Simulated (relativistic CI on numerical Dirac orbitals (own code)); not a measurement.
Method of calculation: Dirac-Coulomb-Breit CI, KLI orbitals optimised for each configuration, QED by a radiative potential, unscaled Slater integrals (own radial code, finite nucleus).

The strongest absorption lines from the ground level of an ion, among the configurations computed and to levels below about 99 eV (vacuum wavelength in Å, gf): 126.88 (1.8), 127.04 (0.41), 127.46 (0.43), 129.02 (1.8), 133.61 (0.37), 134.23 (0.41), 136.42 (1.4), 137.47 (0.81).

Which ion is it?
A. Ni4+
B. Ge10+
C. Se10+
D. Ge8+

D. Ge8+ has 24 electrons and the ground level 3s2 3p6 3d6 5D_4; the strongest line goes to 3s2 3p6 3d5 4p 5P°_3. The pattern of lines fixes the number of electrons, and along that sequence the line energies rise steadily with the charge (about as its square where n changes within one kind of shell, about linearly where n is kept but much faster in heavy ions where fine structure, which grows about as Z⁴, sets the gap, and irregularly where shells cross), which fixes Z. Configurations outside the model, such as inner-shell arrays, can give stronger lines. At this charge configurations can still be misplaced by up to about 7 % of their energy. Terms inside the open d or f shell come out 10 to 20 % too wide with unscaled integrals.
